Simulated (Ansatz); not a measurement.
Consider the ligand exchange at the Sn–C bond: `CS[CH2][SnH3]` + `OCF` → `FC[O][SnH3]` + `CSC`.

Isolated molecules relaxed with PBE0-D4/def2-TZVP in Ansatz; ΔE leaves out vibrations. CCSD(T)/CBS is the MP2 limit (def2-TZVPP, def2-QZVPP) plus CCSD(T) − MP2 in def2-TZVPP, frozen cores. Functionals use def2-TZVPP. B3LYP here is the variant with VWN-RPA as its local correlation; programs differ in this. Elements past krypton have def2 core potentials. For Sn outer-core shells are correlated without core-valence functions, which leaves a few kJ/mol of doubt a bond. One conformer a species, not always the lowest.

Task: Is it downhill or uphill in electronic energy at CCSD(T)/CBS, and by how much? (Estimate.)

Result: Ansatz gave: Downhill: ΔE = -9.8 kcal/mol.

Task: What do these levels give: r2SCAN-D4, PBE0-D4, B3LYP-D4, PBE, r2SCAN, B3LYP, HF/def2-TZVPP, MP2/def2-QZVPP, SCS-MP2/def2-QZVPP, HF/CBS(def2), MP2/CBS(def2), CCSD/CBS(def2)? (Best estimate.)

Result: Computed: r2SCAN-D4 -11.4, PBE0-D4 -9.0, B3LYP-D4 -11.3, PBE -10.0, r2SCAN -11.5, B3LYP -12.0, HF/def2-TZVPP -13.3, MP2/def2-QZVPP -8.8, SCS-MP2/def2-QZVPP -10.3, HF/CBS(def2) -13.7, MP2/CBS(def2) -8.9, CCSD/CBS(def2) -10.1 kcal/mol.

Largest T1 diagnostic among the species: 0.013.

In def2-TZVPP, CCSD(T) changes the Hartree–Fock value by +4.0 kcal/mol (the triples alone add +0.3 kcal/mol) and MP2 by +4.8 kcal/mol.
